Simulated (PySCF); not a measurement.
## Structure elucidation problem

Molecular formula: C₄H₈F₂O₂. Simulated spectra:

1H NMR (300 MHz, computed): δ 5.06 (m, 2H), 3.80 (s, 6H).

13C{1H} NMR (computed): δ 115.1 (CH), 59.1 (CH3).

[PySCF 2.14: GIAO PBE0/pcSseg-1 shieldings; geometry from GFN2-xTB; one conformer; non-relativistic Hamiltonian; averaged over atoms made equivalent by symmetry, fast rotation or ring inversion; gas phase]

References, each an isolated molecule treated in the same way: 1H (31.72 ppm), 13C (186.93 ppm) vs TMS.

Question: Choose the structure that fits.
A. COCC(F)(F)OC
B. COC(F)(CF)OC
C. CCOC(F)(F)OC
D. CO[C@@H](F)[C@@H](F)OC
E. COC(OC)C(F)F

Answer: D. 

1. Rings plus π bonds: 0.
2. 2 carbon signals for 4 carbons: some carbons are equivalent by symmetry or fast rotation.
3. Carbon types of the structure: 2 × CH, 2 × CH3, which accounts for all hydrogens.
4. δC 115.1: sp3 CH bonded to F and O; 2 electronegative neighbours deshield it.
5. δC 59.1: methyl carbon bonded to O; pulled downfield by the heteroatom.
6. δH 5.06: hydrogen on an sp3 CH bonded to F and O; its carbon carries F and O, hence the downfield position.
7. δH 3.80: hydrogen on a methyl carbon bonded to O; its carbon carries O, which withdraws density.

The others: COC(F)(CF)OC would give 3 carbon signals, not 2; COC(OC)C(F)F would give 3 carbon signals, not 2; CCOC(F)(F)OC would give 4 carbon signals, not 2; COCC(F)(F)OC would give 4 carbon signals, not 2.

Splittings by 19F in the carbon and heteronuclear signals aren't shown, as no couplings were computed. Shifts are as computed. Against solution values, carbons near 30 ppm lie about +3 ppm off and those near 130 ppm about +5 ppm. Of 1211 compounds with measured shifts, 218 miss one by over three times the rms of a fit or turn the order of signals round; such compounds aren't used in these exercises. Multiplicities follow the n + 1 count of equivalent neighbours, as no J values were calculated; m marks all less simple cases, F and P coupling included.
